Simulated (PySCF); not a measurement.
PySCF input file for (3E)-2-fluoropenta-1,3-diene (C5H7F), SMILES C/C=C/C(F)=C, TDDFT-B3LYP/def2-SVPD. Geometry: PBE0-D3(BJ)/def2-SVP. One conformer was computed; it need not be the lowest.

```python
import numpy as np
from pyscf import gto, scf, dft, tdscf

mol = gto.M(
    atom='''
    C    -0.83400456   -2.22128479    0.00000000
    C    -0.06890921   -1.12477971    0.00000000
    F     1.26390478   -1.25471915    0.00000000
    C    -0.53561560    0.25138634   -0.00000000
    C     0.27899987    1.31721869   -0.00000000
    C    -0.17020108    2.73588925   -0.00000000
    H    -1.91950866   -2.12688282    0.00000000
    H    -0.38334864   -3.21426742    0.00000000
    H    -1.62242989    0.38217703   -0.00000000
    H     1.35931315    1.13405956   -0.00000000
    H     0.21786244    3.27272043   -0.88211980
    H    -1.26651048    2.82136645   -0.00000000
    H     0.21786244    3.27272043    0.88211980
    ''',
    basis='def2-SVPD',
    charge=0,
    spin=0,
    symmetry=True,
    max_memory=1600,
    verbose=4,
)
mf = dft.RKS(mol, xc='b3lyp').density_fit(auxbasis='def2-universal-jkfit')
mf.grids.level = 3
mf.conv_tol = 1e-9
mf.max_cycle = 100
mf.kernel()
mf.grids = dft.Grids(mol).set(level=1).build(with_non0tab=True)  # coarser grid for the response kernel
td = tdscf.TDDFT(mf)
td.singlet = True
td.nstates = 10
td.conv_tol = 1e-4
td.positive_eig_threshold = 1e-6
td.kernel(x0=td.get_init_guess(mf, 15))
td.analyze()
tt = tdscf.TDA(mf)
tt.singlet = False
tt.nstates = 4
tt.conv_tol = 1e-4
tt.positive_eig_threshold = 1e-6
tt.kernel(x0=tt.get_init_guess(mf, 9))
tt.analyze(verbose=3)
```

Output:

```
PySCF version 2.14.0

[INPUT] verbose = 4
[INPUT] num. atoms = 13
[INPUT] num. electrons = 46
[INPUT] charge = 0
[INPUT] spin (= nelec alpha-beta = 2S) = 0
[INPUT] symmetry True subgroup None
[INPUT] Mole.unit = angstrom
[INPUT] Symbol           X                Y                Z      unit          X                Y                Z       unit  Magmom
[INPUT]  1 C     -0.834004560000  -2.221284790000   0.000000000000 AA   -1.576040205038  -4.197619897762   0.000000000000 Bohr   0.0
[INPUT]  2 C     -0.068909210000  -1.124779710000   0.000000000000 AA   -0.130219534360  -2.125525602368   0.000000000000 Bohr   0.0
[INPUT]  3 F      1.263904780000  -1.254719150000   0.000000000000 AA    2.388433881729  -2.371075556747   0.000000000000 Bohr   0.0
[INPUT]  4 C     -0.535615600000   0.251386340000   0.000000000000 AA   -1.012166792045   0.475051334057   0.000000000000 Bohr   0.0
[INPUT]  5 C      0.278999870000   1.317218690000   0.000000000000 AA    0.527233343089   2.489182570258   0.000000000000 Bohr   0.0
[INPUT]  6 C     -0.170201080000   2.735889250000   0.000000000000 AA   -0.321633427305   5.170081389642   0.000000000000 Bohr   0.0
[INPUT]  7 H     -1.919508660000  -2.126882820000   0.000000000000 AA   -3.627345661131  -4.019226028843   0.000000000000 Bohr   0.0
[INPUT]  8 H     -0.383348640000  -3.214267420000   0.000000000000 AA   -0.724423939824  -6.074085114912   0.000000000000 Bohr   0.0
[INPUT]  9 H     -1.622429890000   0.382177030000   0.000000000000 AA   -3.065948148408   0.722209917800   0.000000000000 Bohr   0.0
[INPUT] 10 H      1.359313150000   1.134059560000   0.000000000000 AA    2.568729571020   2.143061977345   0.000000000000 Bohr   0.0
[INPUT] 11 H      0.217862440000   3.272720430000  -0.882119800000 AA    0.411700344429   6.184545294969  -1.666964831056 Bohr   0.0
[INPUT] 12 H     -1.266510480000   2.821366450000   0.000000000000 AA   -2.393357941091   5.331609887536   0.000000000000 Bohr   0.0
[INPUT] 13 H      0.217862440000   3.272720430000   0.882119800000 AA    0.411700344429   6.184545294969   1.666964831056 Bohr   0.0

nuclear repulsion = 217.177490142562
point group symmetry = Cs
symmetry origin: [-4.10810025e-09 -4.10810033e-10  0.00000000e+00]
symmetry axis x: [ 1.00000000e+00  5.05514127e-10 -4.24429786e-20]
symmetry axis y: [ 5.05514127e-10 -1.00000000e+00 -7.50878772e-19]
symmetry axis z: [-1.75836655e-19 -7.50878772e-19  1.00000000e+00]
num. orbitals of irrep A' = 124
num. orbitals of irrep A" = 55
number of shells = 77
number of NR pGTOs = 253
number of NR cGTOs = 179
basis = def2-SVPD
ecp = {}


[settings echo left out]
init E= -294.863073633608
HOMO (A") = -0.272216429998756  LUMO (A") = -0.107881164587674  gap/eV = 4.47179
cycle= 1 E= -294.295732026745  delta_E= 0.567  |g|= 0.516  |ddm|= 6.29
HOMO (A") = -0.197669652608961  LUMO (A") = -0.0088591742331946  gap/eV = 5.13779
cycle= 2 E= -294.260707118821  delta_E= 0.035  |g|= 0.683  |ddm|= 1.56
HOMO (A") = -0.230221004261918  LUMO (A") = -0.0332032494334222  gap/eV = 5.36113
cycle= 3 E= -294.352081699896  delta_E= -0.0914  |g|= 0.0953  |ddm|=  0.8
HOMO (A") = -0.240795475672743  LUMO (A") = -0.0434243264925773  gap/eV = 5.37074
cycle= 4 E= -294.354102393845  delta_E= -0.00202  |g|= 0.0322  |ddm|= 0.206
HOMO (A") = -0.238897062756746  LUMO (A") = -0.041096960800952  gap/eV = 5.38241
cycle= 5 E= -294.354352833247  delta_E= -0.00025  |g|= 0.0107  |ddm|= 0.0593
HOMO (A") = -0.238295815519685  LUMO (A") = -0.0405137776486887  gap/eV = 5.38192
cycle= 6 E= -294.354376752647  delta_E= -2.39e-05  |g|= 0.00335  |ddm|= 0.0171
HOMO (A") = -0.23847315443693  LUMO (A") = -0.0406777773934041  gap/eV = 5.38229
cycle= 7 E= -294.35437924292  delta_E= -2.49e-06  |g|= 0.000639  |ddm|= 0.00588
HOMO (A") = -0.238511431742435  LUMO (A") = -0.0407024865446022  gap/eV = 5.38266
cycle= 8 E= -294.354379341441  delta_E= -9.85e-08  |g|= 9.6e-05  |ddm|= 0.0014
HOMO (A") = -0.238506202863624  LUMO (A") = -0.040698792924557  gap/eV = 5.38261
cycle= 9 E= -294.354379343205  delta_E= -1.76e-09  |g|= 5.5e-05  |ddm|= 0.000261
HOMO (A") = -0.238506428751931  LUMO (A") = -0.0406973842075772  gap/eV = 5.38266
cycle= 10 E= -294.354379343969  delta_E= -7.64e-10  |g|= 1.95e-05  |ddm|= 0.000115
HOMO (A") = -0.238506719747674  LUMO (A") = -0.040698105287682  gap/eV = 5.38265
Extra cycle  E= -294.354379343706  delta_E= 2.63e-10  |g|= 3.7e-05  |ddm|= 8.68e-05
converged SCF energy = -294.354379343706
tot grids = 48504
Overwritten attributes  positive_eig_threshold  of <class 'pyscf.tdscf.rks.TDDFT'>


******** <class 'pyscf.tdscf.rks.TDDFT'> for <class 'pyscf.df.df_jk.DFSymAdaptedRKS'> ********
nstates = 10 singlet
deg_eia_thresh = 1.000e-03
wfnsym = None
conv_tol = 0.0001
eigh lindep = 1e-12
eigh level_shift = 0
eigh max_cycle = 100


Excitation energies (eV)
[5.57772776 6.12215957 6.55276953 6.69216178 6.8639468  7.29654021
 7.55982071 7.74711222 7.75276445 8.12341247]

** Singlet excitation energies and oscillator strengths **
Excited State   1:   A'      5.57773 eV    222.28 nm  f=0.7502
      23 -> 24       -0.70416
Excited State   2:   A"      6.12216 eV    202.52 nm  f=0.0020
      23 -> 25       -0.68441
      23 -> 26        0.15935
Excited State   3:   A"      6.55277 eV    189.21 nm  f=0.0046
      23 -> 25       -0.15336
      23 -> 26       -0.67855
      23 -> 27       -0.10284
Excited State   4:   A'      6.69216 eV    185.27 nm  f=0.0238
      22 -> 24        0.58752
      23 -> 28        0.38928
Excited State   5:   A"      6.86395 eV    180.63 nm  f=0.0003
      23 -> 27        0.69501
Excited State   6:   A"      7.29654 eV    169.92 nm  f=0.0182
      23 -> 29       -0.69320
Excited State   7:   A"      7.55982 eV    164.00 nm  f=0.0001
      20 -> 24       -0.12186
      21 -> 24        0.69018
Excited State   8:   A'      7.74711 eV    160.04 nm  f=0.0016
      22 -> 24       -0.37158
      23 -> 28        0.57646
Excited State   9:   A"      7.75276 eV    159.92 nm  f=0.0025
      20 -> 24        0.68641
      21 -> 24        0.11940
Excited State  10:   A"      8.12341 eV    152.63 nm  f=0.0000
      23 -> 30        0.66114
      23 -> 33       -0.19061

** Transition electric dipole moments (AU) **
state          X           Y           Z        Dip. S.      Osc.
  1         0.7007      2.2357     -0.0000      5.4896      0.7502
  2         0.0000      0.0000      0.1154      0.0133      0.0020
  3        -0.0000     -0.0000     -0.1701      0.0289      0.0046
  4         0.0415      0.3790     -0.0000      0.1454      0.0238
  5         0.0000      0.0000     -0.0410      0.0017      0.0003
  6        -0.0000      0.0000     -0.3193      0.1020      0.0182
  7        -0.0000      0.0000     -0.0264      0.0007      0.0001
  8         0.0749     -0.0542      0.0000      0.0086      0.0016
  9        -0.0000      0.0000      0.1157      0.0134      0.0025
 10        -0.0000      0.0000      0.0046      0.0000      0.0000

** Transition velocity dipole moments (imaginary part, AU) **
state          X           Y           Z        Dip. S.      Osc.
  1         0.1428      0.4525      0.0000      0.2252      0.7323
  2         0.0000      0.0000      0.0281      0.0008      0.0023
  3         0.0000     -0.0000     -0.0537      0.0029      0.0080
  4         0.0100      0.0920      0.0000      0.0086      0.0232
  5        -0.0000      0.0000     -0.0135      0.0002      0.0005
  6         0.0000      0.0000     -0.1063      0.0113      0.0281
  7         0.0000      0.0000     -0.0053      0.0000      0.0001
  8         0.0212     -0.0145     -0.0000      0.0007      0.0015
  9        -0.0000     -0.0000      0.0334      0.0011      0.0026
 10        -0.0000     -0.0000      0.0062      0.0000      0.0001

** Transition magnetic dipole moments (imaginary part, AU) **
state          X           Y           Z
  1         0.0000      0.0000      0.1079
  2         0.2980     -0.3166     -0.0000
  3        -0.7120      0.0458      0.0000
  4         0.0000      0.0000     -0.1546
  5        -0.4056      0.2828     -0.0000
  6         0.0677     -0.0473     -0.0000
  7         0.0171      0.8199     -0.0000
  8        -0.0000     -0.0000     -0.4556
  9         0.1742      0.5163      0.0000
 10         0.5092     -0.0359      0.0000
Overwritten attributes  positive_eig_threshold  of <class 'pyscf.tdscf.rks.TDA'>


******** <class 'pyscf.tdscf.rks.TDA'> for <class 'pyscf.df.df_jk.DFSymAdaptedRKS'> ********
nstates = 4 triplet
deg_eia_thresh = 1.000e-03
wfnsym = None
conv_tol = 0.0001
eigh lindep = 1e-12
eigh level_shift = 0
eigh max_cycle = 100


Excitation energies (eV)
[3.16359618 5.02969436 6.0371172  6.47147235]

** Triplet excitation energies and oscillator strengths **
Excited State   1:   A'      3.16360 eV    391.91 nm  f=0.0000
Excited State   2:   A'      5.02969 eV    246.50 nm  f=0.0000
Excited State   3:   A"      6.03712 eV    205.37 nm  f=0.0000
Excited State   4:   A"      6.47147 eV    191.59 nm  f=0.0000
```

Self-consistency was reached.

Cost: about 4 core-minutes (a rough figure).
